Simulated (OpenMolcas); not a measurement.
**Mo3+ in Cs2NaYF6**

Mo3+ with its 6 nearest fluoride ions at 2.062 Å, on the Y site of Cs2NaYF6 (a = 9.075 Å, distance in the model lattice 2.178 Å). The rest of the host is ab initio model potentials to 7.6 Å, with orthogonalisation functions on the cations behind the ligands, and point charges beyond; the distance is set by hand and nothing relaxes. Ligand basis ANO-RCC-VDZP.
```
Mo    0.0000    0.0000    0.0000
F     2.0620    0.0000    0.0000
F     0.0000    2.0620    0.0000
F    -2.0620    0.0000    0.0000
F     0.0000   -2.0620    0.0000
F     0.0000    0.0000    2.0620
F     0.0000    0.0000   -2.0620
```

```yaml
Program: OpenMolcas
Method: "SS-CASPT2, IPEA 0.25 Eh, imaginary shift 0.1 Eh (closed shells correlated: 4s 4p and the ligand valence shells)"
Basis: ANO-RCC-VTZP [7s6p4d2f1g]
Scalar_Hamiltonian: DKH2, point nucleus
Active_space: 3 electrons in 5 orbitals (4d)
State_averaging: 2S+1 = 4 even, 10 roots; 2S+1 = 2 even, 40 roots
Spin-orbit_coupling: RASSI with atomic mean-field integrals over the reference wave functions
```

The lowest spin-free states (labels of O, the rotations of Oh), above the lowest:

| State | Degeneracy | E (cm-1) |
| --- | --- | --- |
| 4A2 | 1 | 0 |
| 2E | 2 | 10970 |
| 2T1 | 3 | 11060 |
| 2T2 | 3 | 17620 |
| 4T2 | 3 | 24960 |
| 4T1 | 3 | 30970 |
| 2A1 | 1 | 32880 |
| 2T2 | 3 | 35560 |
| 2T1 | 3 | 35620 |
| 2E | 2 | 36430 |
| 2T1 | 3 | 39500 |
| 2T2 | 3 | 42990 |
| 2A2 | 1 | 43680 |
| 4T1 | 3 | 51800 |
| 2E | 2 | 52690 |
| 2T1 | 3 | 60480 |
| 2T2 | 3 | 62250 |
| 2T1 | 3 | 65320 |
| 2T2 | 3 | 77570 |
| 2E | 2 | 90370 |

The lowest levels with spin-orbit coupling:

| E (cm-1) | Degeneracy | Label | 2S+1 | g |
| --- | --- | --- | --- | --- |
| 0 | 4 | Γ8 | 4 |  |
| 10890 | 4 | Γ8 | 2 |  |
| 10990 | 4 | Γ8 | 2 |  |
| 11180 | 2 | Γ6 | 2 | 0.55 0.55 0.55 |
| 17640 | 4 | Γ8 | 2 |  |
| 17900 | 2 | Γ7 | 2 | 1.98 1.98 1.98 |
| 24720 | 2 | Γ7 | 4 | 2.87 2.87 2.87 |
| 24900 | 4 | Γ8 | 4 |  |
| 25170 | 4 | Γ8 | 4 |  |
| 25220 | 2 | Γ6 | 4 | 2.44 2.44 2.44 |
| 30890 | 2 | Γ6 | 4 | 3.24 3.24 3.24 |
| 31060 | 2 | Γ7 | 4 | 1.88 1.88 1.88 |
| 31080 | 4 | Γ8 | 4 |  |
| 31110 | 4 | Γ8 | 4 |  |
| 33120 | 2 | Γ6 | 2 | 2.40 2.40 2.40 |
| 35320 | 2 | Γ6 | 2 | 0.89 0.89 0.89 |
| 35520 | 2 | Γ7 | 2 | 0.02 0.02 0.02 |
| 35530 | 4 | Γ8 | 2 |  |
| 35890 | 4 | Γ8 | 2 |  |
| 36660 | 4 | Γ8 | 2 |  |

Powder χT (cm3 K/mol): 1.75 at 2 K, 1.75 at 10 K, 1.75 at 50 K, 1.76 at 100 K, 1.76 at 200 K, 1.77 at 300 K. The effective moment at 300 K is 2.828 √(χT) = 3.76 μB.

The lowest level has 2S+1 = 4, for which the spin-only value is χT = S(S+1) / 2 = 1.875 cm3 K/mol (g = 2). The computed 1.766 at 300 K differs by -0.109, through orbital momentum, spin-orbit coupling and any other state in reach.

Roots that are degenerate in the reference are averaged as groups; the widest CASPT2 spread within a group is 140 cm-1 (the 3-fold group of multiplicity 2 near 39500 cm-1 above the lowest state of its run). Shifts and gaps below about the spread of the groups concerned are not significant. Over all roots computed the reference weight is 0.71 to 0.72; a low but even weight reflects the number of correlated electrons. The least metal-like active orbital is 84 % on the metal (Löwdin) and no ligand orbital is active, so the numbers are rough. Ligand-to-metal charge-transfer states are missing. With no ligand orbital active B as a rule stays too high, so bands that hang on it stand too high and its fall with covalency is understated. With one d shell and no ligand orbital active, 10Dq can be off by a tenth or more. No measured value stands beside these numbers; the geometry was set by hand and not optimised.

The CASPT2 steps took 4.3 min on 1 thread of Arm Neoverse V1 (shared host); the integral step is not counted.
